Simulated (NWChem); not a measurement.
# Basis-set convergence for H₅BGe

SMILES: [BH2][GeH3]
```xyz
7

B     -1.6886    -0.0845    -0.3898
Ge     0.3260     0.0150     0.0700
H      1.1630    -1.1585    -0.4845
H      0.9764     1.3353    -0.4032
H      0.4605    -0.0168     1.6146
H     -2.3813     0.8963    -0.2818
H     -2.2080    -1.1154    -0.7360
```
Charge 0, spin multiplicity 1.

Program: NWChem. Structure: optimised with B3LYP/def2-SVP, a minimum by its harmonic frequencies.

Quantity: vertical ionisation energy at the level ΔHF (Δ: difference of total energies, the cation a doublet at the parent's geometry; it is the state that the SCF runs reached, from PBE0 orbitals for Hartree-Fock references, and need not be the lowest).

The Hamiltonian is non-relativistic. The Pople sets run with spherical d functions. The structure started from a generated list of species. No SCF solution was tested for a lower state. Open-shell Hartree-Fock references start from PBE0 orbitals; any time given for them includes that run.

Costs are rough ratios of processor time within this set of runs, SCF included, with 3-21G as 1.

```
basis        functions  vertical ionisation energy (eV)  relative cost
-----------  ---------  -------------------------------  -------------
3-21G               41                       (withheld)              1
6-31G*              56                             9.95        under 3
pcseg-1             66                       (withheld)        under 3
def2-SVP            71                       (withheld)        under 3
6-311G**            92                             9.94        under 3
aug-cc-pVDZ        104                             9.94              4
aug-pcseg-1        104                            10.01        under 3
pcseg-2            143                             9.93              7
cc-pVTZ            143                             9.92             10
def2-TZVPP         149                             9.92              9
```

Fill in the missing entries.


- 3-21G, vertical ionisation energy (eV): 10.18
- pcseg-1, vertical ionisation energy (eV): 10.06
- def2-SVP, vertical ionisation energy (eV): 10.03
